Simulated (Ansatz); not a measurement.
Mn2Cu2⁻. Total charge -1; octet. Geometry r2SCAN-D4/def2-SVP, that of the neutral multiplicity 9; atoms count from 1.

```xyz
4

Cu   -1.4529    1.4658   -0.2343
Cu    1.4578   -1.4607    0.2358
Mn   -0.2888   -0.0914    1.2192
Mn    0.2839    0.0862   -1.2207
```

The charge -1 octet is spin-contaminated (final ⟨S²⟩ up to 17.82, 15.75 for a pure state). The highest occupied level of the charge -1 octet lies above zero (up to 0.33 eV). Its loss leaves the charge 0 multiplicity 9, which lies 0.78 eV higher (vertical, at PBE0-D4/def2-TZVPD), but this difference is unsure: the multiplicity 9 is doubtful (at the level of its geometry, ⟨S²⟩ 21.06, where a pure state has 20.00). At PBE0-D4/def2-TZVPD a multiplicity 10 of charge -1 lies 0.98 eV below the octet at the same geometry. That multiplicity 10 is doubtful there (⟨S²⟩ 25.14, where a pure state has 24.75). The structure comes from a short search, and lower isomers may exist.

(1) Estimate the Mulliken populations from the PBE0/def2-TZVPD orbitals of Ansatz.

(2) Where does the spin sit?

(3) And the Mayer bond orders between bonded heavy atoms (over 0.3)?

## Answers

(1) 
```
atom  charge (e)  spin (α − β)  d electrons
 Cu1       -0.32         -0.37         9.87
 Cu2       -0.32         -0.37         9.87
 Mn3       -0.18          3.87         5.48
 Mn4       -0.18          3.87         5.48
```
Mulliken values and Mayer orders depend strongly on the basis. With diffuse functions, as here, like atoms can get unlike values, and bond orders can come out too low or too high.

(2) Summed by element: Cu -0.74, Mn 7.74, of 7 unpaired in all. Largest on single atoms: Mn3 3.87, Mn4 3.87, Cu1 -0.37.

(3) Cu1–Mn3 0.86 (2.43 Å); Cu1–Mn4 0.86 (2.43 Å); Cu2–Mn3 0.86 (2.43 Å); Cu2–Mn4 0.86 (2.43 Å); Mn3–Mn4 1.18 (2.51 Å).
